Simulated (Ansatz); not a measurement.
Geometry optimisation, RKS PBE-D4/def2-SVP in Ansatz.

Input:

```yaml
crystal:
  periodic: [false, false, false]
  atoms:
    - { symbol: W, position_ang: [0.0, 0.0, 0.0] }
    - { symbol: O, position_ang: [0.0, 0.0, 2.29] }
    - { symbol: H, position_ang: [-0.9095, -0.2814, 2.6271] }
    - { symbol: H, position_ang: [1.72, 0.0, 0.0] }
    - { symbol: F, position_ang: [0.0, 1.85, 0.0] }
    - { symbol: H, position_ang: [-1.72, 0.0, 0.0] }
    - { symbol: H, position_ang: [0.0, -1.72, 0.0] }
    - { symbol: H, position_ang: [0.0, 0.0, -1.72] }
    - { symbol: Cl, position_ang: [1.7678, 1.8416, 0.8482] }
    - { symbol: H, position_ang: [0.9192, 0.9576, 2.0562] }
basis:
  gaussian: { orbitals: def2-SVP }
hamiltonian:
  xc: pbe
  dispersion: d4
relax:
  f_tol: 0.15
  max_steps: 25
  restrain:
    - { distance: [0, 8], at: 3.59, k: 30.0 }
    - { distance: [9, 1], at: 2.21, k: 30.0 }
    - { distance: [0, 1], at: 1.94, k: 30.0 }
    - { distance: [9, 8], at: 1.37, k: 30.0 }
output:
  orbitals: {}
```

Launched with:

```bash
$ ansatz run input.yaml --threads 2 --pin off --max-ram 3072MiB --backend cpu --events-out ev --progress --plain --runs-dir out
```

Problem. Where does it end, and by what steps?

Solution. The forces met the threshold. The restraints hold the end off the free minimum; the threshold counts their pulls, which the force column leaves out. Restrained pairs: W1–Cl9 (2.69 → 3.59 Å), O2–H10 (1.35 → 2.21 Å), W1–O2 (2.29 → 1.93 Å), Cl9–H10 (1.72 → 1.34 Å). After 16 steps the energy has fallen by 8.092 eV (the restraints' own energy left out); H8 moved furthest, 1.43 Å.

| step | energy less start (eV) | largest force component (eV/Å) | accepted |
| --- | --- | --- | --- |
| 0 | 0.0000 | 7.107 | yes |
| 1 | -1.4049 | 5.911 | yes |
| 2 | -2.7558 | 4.811 | yes |
| 3 | -4.0206 | 4.120 | yes |
| 4 | -5.2604 | 2.651 | yes |
| 5 | -6.1105 | 1.196 | yes |
| 6 | -6.7072 | 1.161 | yes |
| 7 | -7.1608 | 1.102 | yes |
| 8 | -7.3688 | 0.926 | yes |
| 9 | -7.5539 | 1.621 | yes |
| 10 | -7.7080 | 0.852 | yes |
| 11 | -7.8322 | 1.164 | yes |
| 12 | -7.9495 | 1.181 | yes |
| 13 | -8.0274 | 0.829 | yes |
| 14 | -8.0512 | 0.955 | yes |
| 15 | -8.0327 | 0.960 | no |
| 16 | -8.0916 | 0.804 | yes |

```xyz
10
Properties=species:S:1:pos:R:3
W -0.269 0.275 0.012
O -0.480 0.068 1.915
H -0.036 -0.631 2.436
H 0.948 -0.176 -1.057
F 0.249 1.951 -0.667
H -1.866 0.060 -0.530
H 0.554 -1.168 0.326
H -0.636 -1.043 -0.980
Cl 2.245 1.825 2.053
H 1.069 1.486 2.593
```

Run time: 52 s on 2 threads of Arm Neoverse V1 (shared host), peak memory 0.16 GiB.
